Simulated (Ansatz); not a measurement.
Ansatz (an electronic-structure program) input (B3LYP-D3(BJ)/def2-TZVP):

Ansatz 0.2 input:
```yaml
crystal:
  periodic: [false, false, false]
  atoms:
    - {symbol: C, position_ang: [0.28177527, -1.80537996, -0.11365761]}
    - {symbol: C, position_ang: [-0.11921556, -0.33567964, -0.01559565]}
    - {symbol: O, position_ang: [0.96864861, 0.45988848, 0.41268457]}
    - {symbol: C, position_ang: [1.26367972, 0.41227711, 1.73841221]}
    - {symbol: O, position_ang: [-0.51841163, 0.08517948, -1.27506370]}
    - {symbol: C, position_ang: [-1.03584931, 1.39918064, -1.31421328]}
    - {symbol: H, position_ang: [0.64505195, -2.14878198, 0.85099988]}
    - {symbol: H, position_ang: [-0.57640850, -2.39488254, -0.41973705]}
    - {symbol: H, position_ang: [1.06837003, -1.90382701, -0.85589479]}
    - {symbol: H, position_ang: [-0.94800609, -0.21316684, 0.71725136]}
    - {symbol: H, position_ang: [0.48621537, 0.15002461, 2.43634429]}
    - {symbol: H, position_ang: [2.06523079, 1.06503758, 2.01926022]}
    - {symbol: H, position_ang: [-1.90767634, 1.49367817, -0.65530515]}
    - {symbol: H, position_ang: [-1.33327502, 1.57478988, -2.34517042]}
    - {symbol: H, position_ang: [-0.27960888, 2.13070028, -1.01711098]}
basis:
  gaussian:
    orbitals: def2-TZVP
hamiltonian:
  xc: b3lyp
  dispersion: d3bj
magnetization: {spin_polarized: true, initial_magnetization: 1}
relax: {f_tol: 0.002, max_steps: 150}
```

End of the output:

```
integrals: 0.17 GiB planned
1418 factors; their error is unknown
0.34 GiB of the device are held for the grids
1.33 GiB of device memory are held for the factors and their scratch space
mean field: 1.59 GiB planned
mean field -8390.34916398 eV, -308.3396445932 hartree, gradient 1.1e-5 eV, S^2 0.753750; 0 other end points of the search recorded, 0 dependent functions left out
the calculation of the forces begins
reference -8390.34946722 eV, -308.3396557372 hartree; 25, 24 occupied and 215, 216 virtual orbitals, 1418 factors
relax step   9: F+E_penalty+E_count = -8390.80825114 eV  Δ(F+E_penalty+E_count) = -2.160e-6 eV  max|allowed force component| = 3.317e-3 eV/Å  Δτ_max = 0.0018 Å  (37 SCF iters, accepted)
these checks for a lower state are left out or cut short: starts, cluster_reference, orbital_swaps, neighbouring_geometries, increment
integrals: 0.17 GiB planned
1418 factors; their error is unknown
0.34 GiB of the device are held for the grids
1.33 GiB of device memory are held for the factors and their scratch space
mean field: 1.59 GiB planned
mean field -8390.34917590 eV, -308.3396450314 hartree, gradient 1.1e-5 eV, S^2 0.753745; 0 other end points of the search recorded, 0 dependent functions left out
the calculation of the forces begins
reference -8390.34947916 eV, -308.3396561759 hartree; 25, 24 occupied and 215, 216 virtual orbitals, 1418 factors
relax step  10: F+E_penalty+E_count = -8390.80825377 eV  Δ(F+E_penalty+E_count) = -2.633e-6 eV  max|allowed force component| = 1.273e-3 eV/Å  Δτ_max = 0.0016 Å  (37 SCF iters, accepted)
integrals: 0.17 GiB planned
1418 factors; their error is unknown
0.34 GiB of the device are held for the grids
1.33 GiB of device memory are held for the factors and their scratch space
mean field: 1.59 GiB planned
mean field evaluation 96: about -8390.3486 eV, gradient 4.4e-1 eV
mean field -8390.34917590 eV, -308.3396450314 hartree, gradient 1.1e-5 eV, S^2 0.753745; 1 other end points of the search recorded, 0 dependent functions left out
the calculation of the forces begins
reference -8390.34947916 eV, -308.3396561759 hartree; 25, 24 occupied and 215, 216 virtual orbitals, 1418 factors
Total energy: -8390.80855703 eV, -308.3565269766 hartree
Atom 0 at     0.277615    -1.844604    -0.150180 Å, force    -0.000105    -0.000286     0.000390 eV/Å
Atom 1 at    -0.099522    -0.387413    -0.031348 Å, force     0.000649    -0.000407    -0.000090 eV/Å
Atom 2 at     1.032354     0.389745     0.400459 Å, force    -0.000323    -0.000075     0.000002 eV/Å
Atom 3 at     1.211858     0.489791     1.737263 Å, force     0.000221    -0.000013    -0.001273 eV/Å
Atom 4 at    -0.495892     0.075685    -1.273009 Å, force    -0.000355     0.001138    -0.000345 eV/Å
Atom 5 at    -1.017996     1.397236    -1.265062 Å, force     0.000108    -0.000164    -0.000116 eV/Å
Atom 6 at     0.642595    -2.212332     0.808451 Å, force     0.000084    -0.000155     0.000099 eV/Å
Atom 7 at    -0.589018    -2.431372    -0.454311 Å, force    -0.000025     0.000002    -0.000002 eV/Å
Atom 8 at     1.063287    -1.953857    -0.897450 Å, force    -0.000089     0.000194     0.000038 eV/Å
Atom 9 at    -0.898238    -0.231725     0.711874 Å, force     0.000076    -0.000056     0.000221 eV/Å
Atom 10 at     0.347450     0.388049     2.384507 Å, force    -0.001174    -0.000301     0.000904 eV/Å
Atom 11 at     2.064304     1.086073     2.022739 Å, force     0.000863     0.000400     0.000202 eV/Å
Atom 12 at    -1.863098     1.477627    -0.571158 Å, force     0.000007    -0.000167    -0.000042 eV/Å
Atom 13 at    -1.362645     1.603142    -2.276004 Å, force     0.000083     0.000020     0.000026 eV/Å
Atom 14 at    -0.252532     2.122995    -0.983566 Å, force    -0.000020    -0.000129    -0.000012 eV/Å
Dipole moment:    -0.275767     0.068074     0.155131 e Å
```

It need not be the lowest isomer of its formula.
